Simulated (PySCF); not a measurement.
**Structure from 2D NMR**

Compound of formula C₆H₆FN. Correlations simulated from computed shifts and the bond graph:

HSQC (one-bond C–H):
```tsv
δH	δC
7.28	121.6
7.20	130.0
6.85	118.9
6.80	121.2
```

COSY cross peaks (H two or three bonds apart, from the bond graph; peaks can be absent where the dihedral angle is near 90°):
```tsv
δH	δH
7.28	6.80
7.20	6.85
7.20	6.80
```

HMBC (two and three bonds, from the bond graph):
```tsv
δH	δC
7.28	159.3, 140.7, 130.0, 121.2
7.20	140.7, 121.6, 121.2, 118.9
6.85	159.3, 140.7, 130.0, 121.2
6.80	159.3, 130.0, 121.6, 118.9
```

Carbons without hydrogens: δ 159.3, 140.7.

Relativity neglected, averaged over atoms made equivalent by symmetry, fast rotation or ring inversion, single conformer, no solvent. Geometry from GFN2-xTB; NMR shieldings at PBE0/pcSseg-1/GIAO; PySCF.

Referencing at the same level of theory: ¹H (σ = 31.72 ppm) and ¹³C (σ = 186.93 ppm) against TMS.

Exchangeable hydrogens are left out of these lists.

Q: Work out the connectivity.

A: SMILES Nc1ccccc1F.

Structure with atom numbers: `[NH2:1][c:2]1[cH:3][cH:4][cH:5][cH:6][c:7]1[F:8]`; H(Xn) means a hydrogen on atom n.

- δC 159.3 is C7, an aromatic carbon bearing fluorine.
- δC 140.7 is C2, an aromatic carbon bearing nitrogen.
- δC 130.0 is C4, an aromatic CH (δH 7.20).
- δC 121.6 is C6, an aromatic CH (δH 7.28).
- δC 121.2 is C5, an aromatic CH (δH 6.80).
- δC 118.9 is C3, an aromatic CH (δH 6.85).
- HMBC from δH 7.28 reaches the proton-free carbons C7, C2.
- HMBC from δH 7.20 reaches the proton-free carbon C2.
- HMBC from δH 6.85 reaches the proton-free carbons C7, C2.
- HMBC from δH 6.80 reaches the proton-free carbon C7.
- COSY links 7.28–6.80, 7.20–6.85, 7.20–6.80.

The data come from this structure; uniqueness wasn't tested.

Exchangeable OH/NH protons stand at their gas-phase positions; hydrogen bonding in a real sample shifts them, mostly to higher δ. Shifts are as computed. Against solution values, carbons near 30 ppm lie about +3 ppm off and those near 130 ppm about +5 ppm. Of 1211 compounds with measured shifts, 218 miss one by over three times the rms of a fit or turn the order of signals round; such compounds aren't used in these exercises.
